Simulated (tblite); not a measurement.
Start geometry of `C=C[Si@@H](CSC)[SiH2]F` from a force field or distance geometry (Å):
```
atom  x, y, z in Å
C1    -1.8929   -1.7757    0.0838
C2    -0.7940   -1.1835   -0.3541
Si3   -0.4160    0.5476    0.1175
C4     1.1675    1.2158   -0.5506
S5     2.2453    0.0227   -1.3140
C6     2.8937   -1.1775   -0.1143
Si7   -2.1313    1.7895   -0.6625
F8    -2.6058    2.7870    0.6147
H9    -2.1225   -2.8226   -0.1851
H10   -2.6434   -1.2878    0.7093
H11   -0.1359   -1.7984   -0.9647
H12   -0.4277    0.6950    1.5638
H13    1.6866    1.7069    0.3320
H14    0.9235    2.0176   -1.2825
H15    2.3482   -2.1026   -0.2691
H16    3.9822   -1.4137   -0.3000
H17    2.8346   -0.7906    0.9446
H18   -1.6893    2.6239   -1.7832
H19   -3.2328    0.9557   -1.1306
```

Q: What comes out of this run: GFN2-xTB geometry optimisation, gas phase (tblite 0.8.0)?

A: 
```
atom  x, y, z in Å
C1    -1.6404   -2.0836   -0.0679
C2    -0.8365   -1.2272   -0.6805
Si3   -0.4142    0.4985   -0.0400
C4     1.2004    1.0305   -0.9297
S5     2.3363   -0.3429   -1.3089
C6     2.6474   -0.9880    0.3558
Si7   -2.0953    2.0210   -0.4854
F8    -2.6772    2.5004    0.9425
H9    -1.8581   -3.0637   -0.4643
H10   -2.1177   -1.8397    0.8680
H11   -0.3780   -1.5308   -1.6151
H12   -0.0868    0.3838    1.3984
H13    1.7642    1.7706   -0.3619
H14    0.9835    1.4633   -1.9053
H15    1.7544   -1.4781    0.7335
H16    3.4574   -1.7048    0.2650
H17    2.9430   -0.1711    1.0076
H18   -1.7085    3.2822   -1.1126
H19   -3.2835    1.4888   -1.1441
```

The energy falls by 18.6 kcal/mol over 163 L-BFGS steps, the largest force on an atom goes from 2.22 to 0.009 eV/Å, and the atoms move by 0.649 Å rms after alignment. Among the bonds, Si3–C4 and Si7–F8 change most and about equally (-0.074 to +0.075 Å). Bonds longer at the end by more than 0.005 Å: 5 of 18; shorter: 7. Among the angles that change most is C4–S5–C6, from 112.1° to 100.6°. Among the dihedrals that turn most is H12–Si3–C4–H14, from -122° to -160°. Rotational constants go from 1819, 619.2, 509.8 to 1764, 596.9, 505.8 MHz. The orientation of the end geometry is arbitrary; only internal coordinates are fixed.

GFN2-xTB frequencies show an imaginary mode (25i cm⁻¹), so the point is no minimum at that level.

These are computed values.
